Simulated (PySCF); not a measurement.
# Excitation energy of Se⁺ by level of theory

Se⁺ [Ar] 3d10 4s2 4p3 (4S) → Se⁺ [Ar] 3d10 4s1 4p4 (4P), as a difference of total energies. All numbers are calculated (PySCF 2.14, the spin-free X2C one-electron Hamiltonian (Gaussian nucleus), in x2c-QZVPPall). Correlated levels: valence: [Ar] 3d10 frozen. The calculations carry no spin-orbit coupling.

```tsv
method	excitation energy (cm⁻¹)
UHF	87978
MP2 (valence)	87990
SCS-MP2 (valence)	87999
CCSD (valence)	84516
CCSD(T) (valence)	83594
```

Errors of the correlated levels include the incompleteness of this basis and the frozen core.

The coupled-cluster amplitudes are large for the upper state (T1 above 0.03 or a double amplitude above 0.15), so a single reference is strained.

For comparison: 84871 cm⁻¹ (measured; NIST levels, between the centres of gravity of the two terms).
